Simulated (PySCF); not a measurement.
Xe²⁺ (xenon, charge +2) across methods

[Kr] 4d10 5s2 5p4, high-spin 3P determinant. Computed with PySCF 2.14 in aug-cc-pVTZ-DK3 (8s7p5d2f, 68 functions), with scalar relativity by spin-free X2C-1e.

| method | E (hartree) | mean ε 5s β (eV) | mean ε 5p α (eV) | mean ε 5p β (eV) | Σ⟨r²⟩ (bohr²) | ⟨S²⟩ |
| --- | --- | --- | --- | --- | --- | --- |
| LDA | -7438.21 | -38.713 | -27.448 | -25.892 | 42.80 | 2.001 |
| wB97X-V | -7444.66 | -42.602 | -31.157 | -29.606 | 42.87 | 2.002 |
| M06 | -7445.11 | -39.776 | -28.572 | -26.800 | 42.86 | 2.002 |
| M06-L | -7444.78 | -38.043 | -27.310 | -25.600 | 42.83 | 2.003 |
| UHF | -7442.00586 | -43.068 | -32.355 | -30.028 | 43.22 | 2.009 |
| PBE | -7444.52 | -38.251 | -27.353 | -25.709 | 42.85 | 2.002 |
| PBE0 | -7444.60 | -39.794 | -28.849 | -27.064 | 42.83 | 2.003 |
| TPSS | -7444.61 | -38.247 | -27.498 | -25.830 | 42.85 | 2.003 |

Task: Estimate the same row for r2SCAN.

Result: E (hartree) = -7444.94; mean ε 5s β (eV) = -38.358; mean ε 5p α (eV) = -27.857; mean ε 5p β (eV) = -26.028; Σ⟨r²⟩ (bohr²) = 42.84; ⟨S²⟩ = 2.005.
